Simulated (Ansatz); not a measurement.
Ansatz (a quantum-chemistry and plane-wave program) input (B3LYP/6-31G):

Ansatz 0.2 input:
```yaml
crystal:
  periodic: [false, false, false]
  atoms:
    - {symbol: Si, position_ang: [-0.35855400, -0.10157500, -0.14483900]}
    - {symbol: O, position_ang: [-0.54971100, -0.17916400, 1.36867800]}
    - {symbol: O, position_ang: [1.04414900, 0.31503800, -0.88422000]}
    - {symbol: H, position_ang: [1.06425400, 0.33505100, -1.84792100]}
basis:
  gaussian:
    orbitals: 6-31G
hamiltonian:
  xc: {name: B3LYP}
magnetization: {spin_polarized: true, initial_magnetization: 1}
output: {forces: true}
```

Output:

```
Functional definition: B3LYP
integrals: 0.01 GiB planned
323 factors; integrals over basis functions are off by at most 3.0e-4 eV
mean field: 0.11 GiB planned
mean field evaluation 1: about -11972.2871 eV, gradient 5.5e1 eV
mean field evaluation 2: about -11882.7657 eV, gradient 1.3e2 eV
mean field evaluation 4: about -11984.3874 eV, gradient 8.0e0 eV
mean field evaluation 8: about -11984.7501 eV, gradient 3.9e-1 eV
mean field evaluation 16: about -11984.7511 eV, gradient 1.6e-4 eV
mean field -11984.75107158 eV, -440.4314783245 hartree, gradient 2.7e-5 eV, S^2 0.753651; 0 other end points of the search recorded, 0 dependent functions left out
the calculation of the forces begins
reference -11984.75125251 eV, -440.4314849734 hartree; 16, 15 occupied and 17, 18 virtual orbitals, 323 factors
Total energy: -11984.75125251 eV, -440.4314849734 hartree
Atom 0 at    -0.358554    -0.101575    -0.144839 Å, force    -1.830728    -0.485846    -2.964560 eV/Å
Atom 1 at    -0.549711    -0.179164     1.368678 Å, force    -0.525836    -0.218115     4.481250 eV/Å
Atom 2 at     1.044149     0.315038    -0.884220 Å, force     1.882627     0.558886    -0.974155 eV/Å
Atom 3 at     1.064254     0.335051    -1.847921 Å, force     0.473937     0.145075    -0.542535 eV/Å
Dipole moment:     0.027864     0.022329    -0.968580 e Å
```

The geometry given is a B3LYP-D3(BJ)/def2-TZVP minimum.
